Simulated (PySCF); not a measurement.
CaO, SMILES [O]=[Ca]. Geometry optimised at PBE-D3(BJ)/def2-TZVPD.

The numbers are results of PBE-D3(BJ)/def2-TZVPD run with PySCF 2.14.0, not measurements.

Harmonic wavenumbers (cm⁻¹): 746. Rotational constants (GHz): 13.23 (linear); symmetry number 1.

**Question.** Work out the zero-point energy and the ideal-gas rigid-rotor harmonic-oscillator thermochemistry at 298.15 K and 1 atm.

**Answer.** ZPE = ½ Σ hcν = ½ × 746 cm⁻¹ = 1.07 kcal/mol. H − E(el) = 3.20 kcal/mol. Entropy in cal/(mol K): translation 37.99, rotation 14.21, vibration 0.26, total 52.46. G − E(el) = -12.44 kcal/mol. Cp = 7.70 cal/(mol K).
